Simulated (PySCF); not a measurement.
Input for PySCF: D3(BJ) and D4 dispersion corrections on H2S (SMILES S).

```python
from pyscf import gto
from pyscf.dispersion import dftd3, dftd4

mol = gto.M(
    atom='''
    S     0.21904765    0.02306503   -0.80221055
    H     0.31103920   -0.04992053    0.53737774
    H    -0.01054650   -1.29399874   -0.92292390
    ''',
    basis='def2-svp',
    charge=0, spin=0, verbose=0, max_memory=1800)
d3, d4 = {}, {}
for xc in ['hf', 'pbe', 'blyp', 'revpbe', 'tpss', 'r2scan', 'b3lyp', 'pbe0', 'bhlyp', 'camb3lyp', 'b2plyp']:
    d3[xc] = float(dftd3.DFTD3Dispersion(mol, xc=xc, version='d3bj', atm=False).get_dispersion()['energy'])
    print(f'D3(BJ) {xc:10s} {d3[xc]:14.8f} Eh')
for xc in ['hf', 'pbe', 'blyp', 'revpbe', 'tpss', 'r2scan', 'b3lyp', 'pbe0', 'bhlyp', 'camb3lyp', 'b2plyp']:
    d4[xc] = float(dftd4.DFTD4Dispersion(mol, xc={'camb3lyp': 'cam-b3lyp'}.get(xc, xc), atm=True).get_dispersion()['energy'])
    print(f'D4     {xc:10s} {d4[xc]:14.8f} Eh')
```

The log:

```
D3(BJ) hf            -0.00977770 Eh
D3(BJ) pbe           -0.00080120 Eh
D3(BJ) blyp          -0.00173191 Eh
D3(BJ) revpbe        -0.00222329 Eh
D3(BJ) tpss          -0.00098098 Eh
D3(BJ) r2scan        -0.00019114 Eh
D3(BJ) b3lyp         -0.00140108 Eh
D3(BJ) pbe0          -0.00065459 Eh
D3(BJ) bhlyp         -0.00107667 Eh
D3(BJ) camb3lyp      -0.00055290 Eh
D3(BJ) b2plyp        -0.00061845 Eh
D4     hf            -0.00250817 Eh
D4     pbe           -0.00055252 Eh
D4     blyp          -0.00131144 Eh
D4     revpbe        -0.00221437 Eh
D4     tpss          -0.00075317 Eh
D4     r2scan        -0.00012304 Eh
D4     b3lyp         -0.00089786 Eh
D4     pbe0          -0.00044754 Eh
D4     bhlyp         -0.00059996 Eh
D4     camb3lyp      -0.00043931 Eh
D4     b2plyp        -0.00037756 Eh
```

The run finished.

Cost: around 0.020 core-seconds (rough).
